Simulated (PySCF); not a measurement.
AsF3H2Si, SMILES F[Si](F)(F)[AsH2].

Geometry: PBE-D3(BJ)/def2-SVP.

Level of theory: PBE-D3(BJ)/def2-SVP (PySCF).

Frequencies are harmonic and unscaled.

| mode | ν (cm⁻¹) | IR (km/mol) | moving atoms (share of kinetic energy) |
|---|---|---|---|
| 1 | 84 | 1.1 | H 94 % |
| 2 | 136 | 1.6 | F 75 %, Si 11 %, As 9 % |
| 3 | 141 | 0.9 | F 78 %, Si 10 %, As 9 % |
| 4 | 231 | 15.9 | F 53 %, As 45 % |
| 5 | 288 | 13.4 | F 81 %, Si 16 % |
| 6 | 288 | 13.2 | F 83 %, Si 15 % |
| 7 | 444 | 81.6 | Si 48 %, F 45 % |
| 8 | 586 | 8.6 | H 90 % |
| 9 | 631 | 3.5 | H 94 % |
| 10 | 816 | 194.6 | F 67 %, Si 33 % |
| 11 | 935 | 55.4 | F 34 %, H 33 %, Si 32 % |
| 12 | 947 | 125.9 | Si 50 %, F 50 % |
| 13 | 956 | 80.4 | H 66 %, Si 18 %, F 16 % |
| 14 | 2129 | 47.9 | H 99 % |
| 15 | 2145 | 56.4 | H 99 % |
